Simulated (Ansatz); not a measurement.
`C=CO[Si](F)(F)F` and `CN[Si](F)(F)F` differ in one atom or group.

Ansatz, PBE0-D4/def2-TZVP geometries, multiplicity 1. Each molecule was computed in one conformer, which needn't be the lowest.

| property | `C=CO[Si](F)(F)F` |
| --- | --- |
| LUMO energy (PBE/def2-TZVPP) / eV | -1.05 |
| HOMO energy (B3LYP/def2-TZVPP) / eV | -7.49 |
| size of the dipole moment (B3LYP/def2-TZVPP) / D | 1.77 |
| HOMO–LUMO gap (PBE0/def2-TZVPP) / eV | 7.69 |
| size of the dipole moment (ωB97M-V/def2-TZVPP) / D | 1.77 |
| HOMO–LUMO gap (PBE/def2-TZVPP) / eV | 5.43 |

Task: Give the same properties after the change, and the shifts. (Estimate.)

Result: The calculation gave: 
```json
{"property": "LUMO energy (PBE/def2-TZVPP) / eV", "`CN[Si](F)(F)F`": "-0.23", "shift": "0.82"}
{"property": "HOMO energy (B3LYP/def2-TZVPP) / eV", "`CN[Si](F)(F)F`": "-7.55", "shift": "-0.06"}
{"property": "size of the dipole moment (B3LYP/def2-TZVPP) / D", "`CN[Si](F)(F)F`": "2.96", "shift": "1.19"}
{"property": "HOMO–LUMO gap (PBE0/def2-TZVPP) / eV", "`CN[Si](F)(F)F`": "8.44", "shift": "0.75"}
{"property": "size of the dipole moment (ωB97M-V/def2-TZVPP) / D", "`CN[Si](F)(F)F`": "2.94", "shift": "1.17"}
{"property": "HOMO–LUMO gap (PBE/def2-TZVPP) / eV", "`CN[Si](F)(F)F`": "6.07", "shift": "0.64"}
```

With PBE0 the HOMO falls by 0.07 eV and the LUMO rises by 0.67 eV, so the gap widens by about 0.74 eV. PBE moves the HOMO by 0.19 eV and ωB97M-V by -0.16 eV. Dipoles are sizes alone; their direction can turn.

B3LYP here is the variant with VWN-RPA as its local correlation; programs differ in this.
